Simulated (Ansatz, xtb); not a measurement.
C3H4BeO: which of two structures lies lower

Structure a: `[Be]1[CH]=CC[O]1`, a singlet. Structure b: a singlet given by its coordinates. Both are isolated molecules in the gas phase, relaxed with r2SCAN-D4/def2-SVP.

a (Å):

```xyz
9

C    -0.8208   -0.1747    0.0294
C     0.2182    0.6105    0.4226
C     0.9520    0.2653    1.7100
Be   -0.6603   -1.1657    1.3382
O     0.3940   -0.8920    2.3241
H    -1.3667    0.0471   -0.8889
H     0.5768    1.4955   -0.1306
H     0.9046    1.1245    2.4095
H     2.0269    0.0978    1.4944
```

b (Å):

```yaml
atoms:
  - { symbol: C, position_ang: [-2.0468, -0.7796, 1.2239] }
  - { symbol: C, position_ang: [-0.9089, -0.9596, 0.8261] }
  - { symbol: C, position_ang: [0.4467, -1.0884, 0.3258] }
  - { symbol: Be, position_ang: [0.9014, 0.4098, -0.3195] }
  - { symbol: O, position_ang: [1.2997, 1.6368, -0.8583] }
  - { symbol: H, position_ang: [-3.0499, -0.6525, 1.5843] }
  - { symbol: H, position_ang: [1.1322, -1.3934, 1.1391] }
  - { symbol: H, position_ang: [0.5020, -1.8832, -0.4422] }
  - { symbol: H, position_ang: [1.2331, 2.5507, -1.1147] }
```

Close contacts (Å): C1–C2 1.22, C2–C3 1.45, C3–Be4 1.69, Be4–O5 1.40, C1–H6 1.07, C3–H7 1.11, C3–H8 1.11, O5–H9 0.95.

Quicker runs give these differences E(b) − E(a): GFN2-xTB +30.3 kJ/mol; HF/STO-3G +52.7 kJ/mol (at GFN2-xTB geometries); r2SCAN-D4/def2-SVP//GFN2-xTB −3.8 kJ/mol.

Task: Estimate which is lower in electronic energy at CCSD(T)/def2-SVP + ΔMP2/def2-TZVPP, and by roughly how much.

Result: The CCSD(T)/def2-SVP + ΔMP2/def2-TZVPP calculation puts structure b lower, by 16.2 kJ/mol.

How the difference moves with the method:

```csv
level,geometry,E(b) − E(a) (kJ/mol),departure from the last row (kJ/mol),"job, with rough time for the two"
GFN2-xTB,GFN2-xTB,+30.3,+46.5,"optimisation, 0.3 s"
HF/STO-3G,GFN2-xTB,+52.7,+68.9,"single point, 0.58 s"
r2SCAN-D4/def2-SVP//GFN2-xTB,GFN2-xTB,−3.8,+12.4,"single point, 5 s"
r2SCAN-D4/def2-SVP,r2SCAN-D4/def2-SVP,−5.3,+10.9,"optimisation, 80 s"
HF/def2-SVP,r2SCAN-D4/def2-SVP,−40.7,−24.5,part of the CCSD(T) run
MP2/def2-SVP,r2SCAN-D4/def2-SVP,−41.6,−25.4,part of the CCSD(T) run
CCSD(T)/def2-SVP,r2SCAN-D4/def2-SVP,−29.2,−13.0,single point
CCSD(T)/def2-SVP + ΔMP2/def2-TZVPP,r2SCAN-D4/def2-SVP,−16.2,,"single point, 25 s"
```

GFN2-xTB, HF/STO-3G put the two in the other order. The largest departure from CCSD(T)/def2-SVP + ΔMP2/def2-TZVPP is that of HF/STO-3G, 68.9 kJ/mol. The last row adds to CCSD(T) the change of the MP2 difference between the two basis sets, here +13.0 kJ/mol, a large step that makes the value less sure.

With harmonic frequencies from r2SCAN-D4/def2-SVP (ideal gas, rigid rotor, one conformer each, 298.15 K, 1 atm): on the last row, ΔE + ΔZPE = −31.2, ΔH = −24.2, ΔG = −40.5 kJ/mol.

The correlated steps freeze 4 core orbitals; the last core shell of Be is correlated, in a basis made for valence electrons. Programs: Ansatz 0.2.0, xtb 6.7.1; the last row on 1 thread of Arm Neoverse V1 on a shared host.
